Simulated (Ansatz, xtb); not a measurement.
## C5H5ClO2: which of two isomers lies lower

Structure I is `CO[C@@H]1C(=O)C=C1Cl`, a singlet and structure II is `COC1=C(Cl)CC1=O`, a singlet. Both are isolated molecules in the gas phase, relaxed with PBE0-D3(BJ)/def2-SVP; the shapes shown needn't be the lowest conformers.

I (Å):

```xyz
13

C    -2.5963    0.1433   -0.8903
C    -1.0576   -1.3038    0.1107
C     0.0816   -1.4885    1.1631
C     0.9822   -2.0100    0.1057
C     0.0306   -1.8055   -0.8338
Cl    0.0006   -2.0208   -2.5125
O    -1.4961   -0.0069   -0.0338
O     0.1625   -1.2559    2.3325
H    -2.3550   -0.1387   -1.9308
H    -2.8861    1.2022   -0.8712
H    -3.4569   -0.4657   -0.5537
H    -1.8967   -2.0195    0.2338
H     1.9954   -2.4119    0.0835
```

II (Å):

| atom | x (Å) | y (Å) | z (Å) |
| --- | --- | --- | --- |
| C | -0.0036 | -3.9219 | -0.7509 |
| C | -0.9757 | -1.9107 | -0.1182 |
| C | -1.6463 | -0.7295 | -0.0422 |
| C | -1.3385 | -0.4460 | 1.4105 |
| C | -0.5787 | -1.7938 | 1.3110 |
| Cl | -2.5383 | 0.1602 | -1.1710 |
| O | -0.7783 | -2.7827 | -1.0882 |
| O | 0.0599 | -2.4511 | 2.0845 |
| H | 0.0675 | -4.5293 | -1.6608 |
| H | -0.4845 | -4.5074 | 0.0476 |
| H | 1.0055 | -3.6329 | -0.4194 |
| H | -0.6998 | 0.4292 | 1.6142 |
| H | -2.1964 | -0.4505 | 2.1030 |

Question: Estimate which is lower in electronic energy at CCSD(T)/def2-SVP + ΔMP2/def2-TZVPP, and by roughly how much.

Answer: The CCSD(T)/def2-SVP + ΔMP2/def2-TZVPP calculation puts structure II lower, by 6.0 kcal/mol.

How the difference moves with the method:

| level | geometry | E(II) − E(I) (kcal/mol) | departure from the last row (kcal/mol) | job, with rough time for the two |
| --- | --- | --- | --- | --- |
| GFN2-xTB | GFN2-xTB | −10.4 | −4.3 | optimisation, 0.15 s |
| HF/STO-3G | GFN2-xTB | −7.9 | −1.9 | single point, 0.68 s |
| r2SCAN-D4/def2-SVP | GFN2-xTB | −8.8 | −2.8 | single point, 7.8 s |
| PBE0-D3(BJ)/def2-SVP | PBE0-D3(BJ)/def2-SVP | −8.1 | −2.1 | optimisation, 63 s |
| HF/def2-SVP | PBE0-D3(BJ)/def2-SVP | −5.1 | +1.0 | part of the CCSD(T) run |
| MP2/def2-SVP | PBE0-D3(BJ)/def2-SVP | −6.8 | −0.8 | part of the CCSD(T) run |
| CCSD(T)/def2-SVP | PBE0-D3(BJ)/def2-SVP | −6.0 | +0.1 | single point |
| CCSD(T)/def2-SVP + ΔMP2/def2-TZVPP | PBE0-D3(BJ)/def2-SVP | −6.0 |  | single point, 2.9 min |

As drawn, both hold the same kinds of bond in the same numbers.

The levels shown agree on the order. The largest departure from CCSD(T)/def2-SVP + ΔMP2/def2-TZVPP is that of GFN2-xTB, 4.3 kcal/mol. The last row adds to CCSD(T) the change of the MP2 difference between the two basis sets, here −0.1 kcal/mol.

With thermal terms from frequencies at re-optimised GFN2-xTB minima (ideal gas, soft modes damped towards free rotors, one conformer each, 298.15 K, 1 atm): the zero-point term adds +0.3 kcal/mol; ΔH is −5.6 and ΔG −5.8 kcal/mol.

The correlated steps freeze 12 core orbitals. Mirror images aren't counted in ΔG. Programs: Ansatz 0.2.0, xtb 6.7.1; the last row on 2 threads of Arm Neoverse V2 on a shared host.
